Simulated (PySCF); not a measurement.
**Nuclear quadrupole coupling in `N#C/C(C=O)=N\[SiH2]C=O`**

C4H4N2O2Si.
Structure used (GFN2-xTB), in Å, numbered top down from 1:
```xyz
13
C4H4N2O2Si angstrom
N      1.227    1.566    2.316
C      1.248    0.889    1.392
C      1.223    0.038    0.249
C      2.459   -0.043   -0.586
O      3.473    0.563   -0.384
N      0.216   -0.663   -0.090
Si    -1.414   -0.845    0.359
C     -2.212    0.377   -0.927
O     -2.949    0.023   -1.797
H      2.330   -0.744   -1.430
H     -1.913   -0.388    1.657
H     -1.709   -2.223    0.011
H     -1.982    1.452   -0.787
```

Field gradients from the PBE0/pcSseg-1 density (PySCF, non-relativistic), principal values in atomic units, ordered |Vxx| ≤ |Vyy| ≤ |Vzz|:

```tsv
atom	Vxx	Vyy	Vzz
N1	0.4493	0.6090	-1.0583
O5	0.3513	1.7631	-2.1143
N6	0.1256	1.0062	-1.1318
O9	0.2928	1.8197	-2.1125
```

Task: Find the asymmetry η = (Vxx − Vyy)/Vzz and the couplings χ = eQV/h (234.96 MHz × Q in barn × V in au), with Q(14N) = 0.02044 b, Q(17O) = −0.0256 b.

Result: 
```csv
atom,environment,nucleus,η,χzz (MHz),χxx (MHz),χyy (MHz)
N1,nitrile nitrogen,14N,0.15,-5.08,2.16,2.93
O5,aldehyde oxygen,17O,0.67,12.72,-2.11,-10.60
N6,C=N nitrogen,14N,0.78,-5.44,0.60,4.83
O9,carbonyl oxygen,17O,0.72,12.71,-1.76,-10.95
```

The tensor is traceless: Vxx + Vyy + Vzz = 0.

Task: What is Vzz at N1 in SI units (1 au = 9.71736 × 10²¹ V/m²)?

Result: -1.0583 au = -10.284 × 10²¹ V/m².

Were the hydrogens deuterons (Q(2H) = 0.00286 b), χzz would run from 105 kHz (H11) to 181 kHz (H10).

Geometry: GFN2-xTB, one conformer, isolated molecule. GFN2-xTB bond lengths can be off by several hundredths of an ångström, more for odd bonds, and the gradients follow them. The basis is small and wasn't made for field gradients, so the couplings can be 20 % off.
